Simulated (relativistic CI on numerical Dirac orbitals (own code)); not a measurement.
Inner-shell lines of Cr¹⁸⁺

Calculated at this level of theory: Dirac-Coulomb-Breit CI, orbitals from a KLI potential per configuration, QED by a radiative potential, unscaled Slater integrals (own radial code, finite nucleus).

Configurations in the expansion: 1s²2s²2p², 1s2s²2p³, 1s2s²2p²3p, 1s2s2p³3p, 1s²2s2p³, 1s2s2p⁴. Levels of other configurations are missing.

The table holds the strongest lines. The upper levels have an inner-shell vacancy. Auger decay, open to those above the ionisation limit, is not computed, and radiative decays to configurations outside the model are missing too. Absolute energies can be off by a few tenths of a per cent, so close lines can change order. LS names give the leading component, which can be well under half, for lower levels too. Brackets number the levels in order of energy.

```
E (eV)               Upper               Lower   A (s⁻¹)  gA (s⁻¹)
5521.6    1s2s2p⁴ ³D3 [31]  1s²2s2p³ ³P°2 [12]  1.06e+14  7.41e+14
5524.6    1s2s2p⁴ ³D2 [32]  1s²2s2p³ ³P°1 [11]  1.27e+14  6.33e+14
5528.8    1s2s2p⁴ ¹P1 [40]  1s²2s2p³ ¹P°1 [15]  2.35e+14  7.06e+14
5529.0    1s2s2p⁴ ⁵P3 [26]   1s²2s2p³ ⁵S°2 [6]  1.63e+14  1.14e+15
5530.6  1s2s²2p³ ³D°3 [19]   1s²2s²2p² ³P2 [3]  1.40e+14  9.79e+14
5531.8    1s2s2p⁴ ³P2 [29]   1s²2s2p³ ³D°3 [9]  1.45e+14  7.25e+14
5533.5  1s2s²2p³ ³D°2 [18]   1s²2s²2p² ³P1 [2]  1.61e+14  8.03e+14
5533.7    1s2s2p⁴ ³P2 [29]   1s²2s2p³ ³D°2 [7]  2.99e+14  1.50e+15
5535.5    1s2s2p⁴ ⁵P2 [27]   1s²2s2p³ ⁵S°2 [6]  1.64e+14  8.22e+14
5536.2    1s2s2p⁴ ³D3 [31]   1s²2s2p³ ³D°3 [9]  2.19e+14  1.54e+15
5536.2    1s2s2p⁴ ³D1 [30]   1s²2s2p³ ³D°1 [8]  3.68e+14  1.10e+15
5537.9    1s2s2p⁴ ³D2 [32]   1s²2s2p³ ³D°3 [9]  1.93e+14  9.64e+14
5540.3  1s2s²2p³ ¹D°2 [24]   1s²2s²2p² ¹D2 [4]  3.66e+14  1.83e+15
5540.6    1s2s2p⁴ ³S1 [35]  1s²2s2p³ ³P°2 [12]  2.17e+14  6.52e+14
5541.8  1s2s²2p³ ³S°1 [20]   1s²2s²2p² ³P1 [2]  3.36e+14  1.01e+15
5542.0    1s2s2p⁴ ³P1 [33]   1s²2s2p³ ³D°2 [7]  2.37e+14  7.12e+14
5542.8    1s2s2p⁴ ¹P1 [40]  1s²2s2p³ ¹D°2 [14]  3.96e+14  1.19e+15
5543.8  1s2s²2p³ ³P°2 [21]   1s²2s²2p² ³P2 [3]  2.22e+14  1.11e+15
5546.5  1s2s²2p³ ³P°1 [23]   1s²2s²2p² ³P2 [3]  2.27e+14  6.80e+14
5551.9  1s2s²2p³ ¹P°1 [25]   1s²2s²2p² ¹D2 [4]  2.98e+14  8.93e+14
```
